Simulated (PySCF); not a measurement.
Si(Br)(Me)(OH)(NMe2) (C₃H₁₀BrNOSi), SMILES CN([Si](O)(Br)C)C. Atoms are numbered in the order given.

```xyz
17

C     -1.5625    -1.1059     1.8974
N     -1.3251     0.0413     1.0580
C     -2.5066     0.5538     0.4049
Si     0.2314     0.4638     0.4854
C      1.5658     0.0321     1.7011
O      0.1843     2.0759     0.0938
Br     0.7670    -0.5790    -1.4620
H     -2.2995    -0.8665     2.6857
H     -1.9547    -1.9722     1.3292
H     -0.6386    -1.4266     2.3993
H     -2.9645    -0.1871    -0.2792
H     -2.2566     1.4534    -0.1739
H     -3.2699     0.8376     1.1519
H      1.3533     0.4868     2.6811
H      2.5262     0.4247     1.3352
H      1.6750    -1.0549     1.8260
H      0.5662     2.2992    -0.7603
```

Geometry optimised at PBE0-D3(BJ)/def2-SVP. Other conformers were not sampled.

These are PBE/def2-TZVP (PySCF) values and carry that method's errors.

Gas-phase values at a fixed geometry.

| Property | Result |
|---|---|
| total energy | -3113.35695 hartree |
| highest occupied level | -5.37 eV |
| lowest empty level | -0.07 eV |
| orbital gap | 5.30 eV |
| dipole moment | 1.34 D |
| quadrupole, principal values (traceless, Buckingham form, about the centre of nuclear charge) | -9.10, 2.54, 6.56 D·Å |
